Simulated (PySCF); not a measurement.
**Ionisation energy along the 4-electron series**

Calculated with PySCF 2.14 and a two-component X2C-1e Hamiltonian (Gaussian nucleus, no Breit or QED terms), each ion in its own even-tempered basis scaled to its charge; GMP2 freezes nothing and drops the highest virtual spinors. Values in eV. NIST values: (m) measured, (s) semi-empirical, (t) theoretical.

```tsv
ion	configuration	GMP2 (spin-free)	GHF (screened spin-orbit)	GMP2 (screened spin-orbit)	NIST
Ba⁵²⁺	[He] 2s2	10392.8	10387.1	10393.5	10376 ± 4 (t)
Ce⁵⁴⁺	[He] 2s2	11227.3	11221.8	11228.2	11210 ± 5 (t)
```

Question: Fill in the row of La⁵³⁺.

Answer: configuration: [He] 2s2; GMP2 (spin-free): 10805.3; GHF (screened spin-orbit): 10799.7; GMP2 (screened spin-orbit): 10806.1; NIST: 10789 ± 5 (t).
